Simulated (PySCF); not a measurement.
Compound: C8H9 (doublet state).
Structure used (GFN2-xTB), in Å, numbered top down from 1:
```
atom  x, y, z in Å
C1    -2.7010    1.4593   -0.1312
C2    -2.1574    0.5142   -0.8256
C3    -1.4194   -0.7444   -0.7636
C4    -1.1777   -1.0780    0.6797
C5    -0.0088   -0.8957    1.2997
C6     1.1610   -0.4389    0.6622
C7     2.1695   -0.0407    0.1383
C8     3.3776    0.4367   -0.4953
H9    -3.1890    2.2982   -0.6084
H10   -2.7182    1.5043    0.9598
H11   -0.4646   -0.6329   -1.2850
H12   -2.0003   -1.5328   -1.2522
H13   -2.0415   -1.4106    1.2376
H14    0.0929   -1.1114    2.3568
H15    3.2754    1.4936   -0.7438
H16    3.5653   -0.1216   -1.4130
H17    4.2292    0.3127    0.1740
```

The hyperfine couplings belong to this conformer and change with its torsions.

As a line formula: `C=[C]C/C=C\C#CC` [radical].

Computed with PySCF 2.14.0, UKS B3LYP, pcH-1 on C H, non-relativistic, mean-field spin-orbit, GIAO. One conformer (not necessarily the lowest) at the GFN2-xTB geometry, without solvent, vibrations or thermal averaging. Couplings are sensitive to structure, and on GFN2-xTB geometries they can be far from those on DFT ones. No stability test was run, so a lower SCF solution isn't excluded.

(1) Give the isotropic g value and a_iso(13C) at C2.

(2) Take this nucleus alone (I = 1/2, g_N = 1.4048) with S = 1/2. Where do its 2 lines fall at 33.867 GHz to first order, to second order and exactly?

(3) What g and a would be read from the two outer exact lines by first-order rules?

(4) What levels remain at zero field?

Answers

(1) g_iso = 2.00218 and a = +248.12 MHz, or +8.854 mT (Mulliken spin population +0.97). 13C makes up about 1.07 % of the natural element, so this concerns labelled samples or satellites.

(2) First order: B = B0 − a·mI with B0 = 1208.545 mT. Second order subtracts a²[I(I+1) − mI²]/(2B0). The exact fields come from the Breit–Rabi levels of H = g μB B Sz − g_N μN B Iz + a S·I.

```json
{"mI": "−1/2", "first order (mT)": "1212.972", "second order (mT)": "1212.956", "exact (mT)": "1212.956", "exact − first order": "-0.016"}
{"mI": "+1/2", "first order (mT)": "1204.118", "second order (mT)": "1204.101", "exact (mT)": "1204.101", "exact − first order": "-0.016"}
```

(3) Their midpoint, 1208.529 mT, gives an apparent g of 2.00220 (true 2.00218), and their distance over 2I an apparent |a| of 8.854 mT (true 8.854).

(4) F = I ± 1/2 = 1 and 0, at a·I/2 = +62.0 MHz and −a(I+1)/2 = -186.1 MHz, that is |a|(I + 1/2) = 248.1 MHz apart; F = 0 lies lower.

Other couplings of abundant isotopes, left aside here: 1 × 1H 178 MHz, 1 × 1H 122 MHz, 2 × 1H 25 MHz, 1 × 1H 3 MHz, 3 × 1H 2 MHz.

Nuclei that the bonding pattern makes equivalent are averaged, as if the motion that swaps them (rotation, inversion, ring flip) were fast.
